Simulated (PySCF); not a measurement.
A structure optimised at PBE-D3(BJ)/def2-SVP, used in a PySCF frequency run:

```
Bi
F 1 2.0427
F 1 2.0427 2 96.54
F 1 2.0427 2 96.54 3 -97.39
```

Write its SMILES, formula and point group.

[F][Bi]([F])[F], BiF3, C3v

What are its rotational constants (standard atomic weights)?

3.7053, 3.7053, 2.8616 GHz
